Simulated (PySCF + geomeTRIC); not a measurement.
Species: C₂H₅Si, SMILES `C=C[SiH2]` (charge 0, multiplicity 2).

Question: Give a relaxed geometry from PBE0-D4/def2-TZVP (PySCF + geomeTRIC).

Answer: Several could match; the one computed here: the end point of this relaxation, one of several conformers (outside a Z-matrix the atoms follow the SMILES, hydrogens last).
Z-matrix (Å, degrees):
```
C
C 1 1.3384
H 2 1.0859 1 122.01
H 2 1.0862 3 116.20 1 -179.64
H 1 1.0889 2 118.04 3 0.96
Si 1 1.8368 5 117.80 2 -176.30
H 6 1.4866 1 113.26 5 -36.87
H 6 1.4875 7 112.23 1 128.20
```
